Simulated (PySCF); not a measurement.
Species: C₅H₂F₅OS₂ (charge +1).
Numbering: `[F:1][CH2:2][O:3][c:4]1[s:5][c+:6]([C:7]([F:8])([F:9])[F:10])[s:11][c:12]1[F:13]` (hydrogens: H14, H15 on C2)
Bond orders are those of one Lewis drawing.

Method: PBE0-D3(BJ)/def2-SVP geometry optimisation, gas phase (PySCF); density fitting, grid level 1; the optimiser is geomeTRIC in internal coordinates, started from a GFN2-xTB structure.

The end geometry, which sets the zero of energy:
```
atom  x, y, z in Å
F1      1.9589    1.9789    0.7543
C2      2.7237    1.1858   -0.0245
O3      2.2421   -0.1415    0.0781
C4      0.9771   -0.4039   -0.1665
S5     -0.3459    0.6552    0.2411
C6     -1.5511   -0.3959   -0.2711
C7     -3.0179    0.0307   -0.2129
F8     -3.0819    1.2398    0.3169
F9     -3.7034   -0.8192    0.5254
F10    -3.5208    0.0518   -1.4315
S11    -1.1016   -1.8960   -0.8644
C12     0.5869   -1.6159   -0.6946
F13     1.4164   -2.5420   -1.0538
H14     3.7548    1.1521    0.3474
H15     2.6587    1.5277   -1.0707
```

Question: These geometries come from the run, each turned onto the end geometry. Order them by energy, lowest first.
A.
```
atom  x, y, z in Å
F1      1.9851    1.9003    0.8826
C2      2.7041    1.2020   -0.0208
O3      2.2557   -0.1389   -0.0134
C4      0.9847   -0.4126   -0.2009
S5     -0.3279    0.6660    0.1785
C6     -1.5456   -0.4002   -0.2762
C7     -3.0040    0.0414   -0.2255
F8     -3.0548    1.2512    0.3097
F9     -3.7050   -0.8048    0.5031
F10    -3.4975    0.0747   -1.4488
S11    -1.1052   -1.9256   -0.8048
C12     0.5839   -1.6490   -0.6652
F13     1.4077   -2.5951   -0.9889
H14     3.7616    1.1591    0.2664
H15     2.5533    1.6393   -1.0226
```
B.
```
atom  x, y, z in Å
F1      1.9244    1.7126    1.0095
C2      2.6909    1.2019    0.0150
O3      2.2825   -0.1134   -0.2559
C4      0.9967   -0.4082   -0.3467
S5     -0.2891    0.7250   -0.0324
C6     -1.5254   -0.3959   -0.3263
C7     -2.9748    0.0495   -0.2145
F8     -3.0285    1.3137    0.1891
F9     -3.6404   -0.7018    0.6548
F10    -3.5890   -0.0417   -1.3905
S11    -1.1252   -1.9851   -0.7268
C12     0.5694   -1.6800   -0.6662
F13     1.3973   -2.6664   -0.9233
H14     3.7318    1.1439    0.3520
H15     2.5754    1.8534   -0.8645
```
C.
```
atom  x, y, z in Å
F1      1.9974    1.8648    0.9219
C2      2.7111    1.2073   -0.0143
O3      2.2590   -0.1323   -0.0720
C4      0.9838   -0.4064   -0.2246
S5     -0.3286    0.6772    0.1388
C6     -1.5500   -0.3988   -0.2836
C7     -3.0082    0.0381   -0.2275
F8     -3.0545    1.2570    0.2865
F9     -3.7003   -0.7951    0.5254
F10    -3.5155    0.0494   -1.4463
S11    -1.1111   -1.9346   -0.7778
C12     0.5785   -1.6520   -0.6602
F13     1.4019   -2.6039   -0.9709
H14     3.7683    1.1458    0.2721
H15     2.5642    1.6912   -0.9944
```
D.
```
atom  x, y, z in Å
F1      1.9846    1.8191    0.9413
C2      2.7263    1.2125   -0.0033
O3      2.2611   -0.1164   -0.1731
C4      0.9814   -0.3934   -0.2659
S5     -0.3287    0.6960    0.0874
C6     -1.5553   -0.3883   -0.2991
C7     -3.0258    0.0378   -0.2212
F8     -3.0705    1.2636    0.2681
F9     -3.6810   -0.7943    0.5594
F10    -3.5447    0.0122   -1.4311
S11    -1.1154   -1.9352   -0.7627
C12     0.5752   -1.6597   -0.6452
F13     1.3913   -2.6188   -0.9358
H14     3.7714    1.1167    0.3149
H15     2.6262    1.7558   -0.9604
```

Answer: A (0.005 eV), C (0.010 eV), D (0.027 eV), B (0.092 eV).

In the order of the answer:

```json
{"step": "5", "E above end (eV)": "0.005", "largest force (eV/Å)": "0.13", "rms force component (eV/Å)": "0.035", "rms distance from end (Å)": "0.077", "rms bond change (Å)": "0.002", "bond most changed (Å)": "C6–C7 -0.004"}
{"step": "4", "E above end (eV)": "0.010", "largest force (eV/Å)": "0.15", "rms force component (eV/Å)": "0.050", "rms distance from end (Å)": "0.101", "rms bond change (Å)": "0.002", "bond most changed (Å)": "C6–C7 -0.005"}
{"step": "1", "E above end (eV)": "0.027", "largest force (eV/Å)": "0.50", "rms force component (eV/Å)": "0.111", "rms distance from end (Å)": "0.136", "rms bond change (Å)": "0.003", "bond most changed (Å)": "C4–C12 +0.004"}
{"step": "0", "E above end (eV)": "0.092", "largest force (eV/Å)": "1.20", "rms force component (eV/Å)": "0.362", "rms distance from end (Å)": "0.212", "rms bond change (Å)": "0.009", "bond most changed (Å)": "C12–F13 +0.019"}
```

What follows is the cost of the whole optimisation. The run took 4.5 min wall on an Arm Neoverse V2 with one thread, no GPU, shared host.
